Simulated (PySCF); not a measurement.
CH3IOSe, SMILES CO[Se]I.

Geometry optimised at B3LYP-D3(BJ)/def2-SVP. The def2 effective core potentials stand for the cores of I; spin–orbit coupling is left out. The values are those of a single conformer.

The numbers are results of PBE0/def2-TZVP run with PySCF, not measurements.

```yaml
total_energy: -2814.03380 hartree
highest_occupied_level: -6.61 eV
lowest_empty_level: -2.79 eV
orbital_gap: 3.82 eV
dipole_moment: 1.55 D
quadrupole, principal values (traceless, Buckingham form, about the centre of nuclear charge): -7.71, 1.74, 5.98 D·Å
mean_static_polarisability: 76.7 bohr³ (11.36 Å³)
polarisability_principal_values: 53.0, 69.6, 107.4 bohr³
```
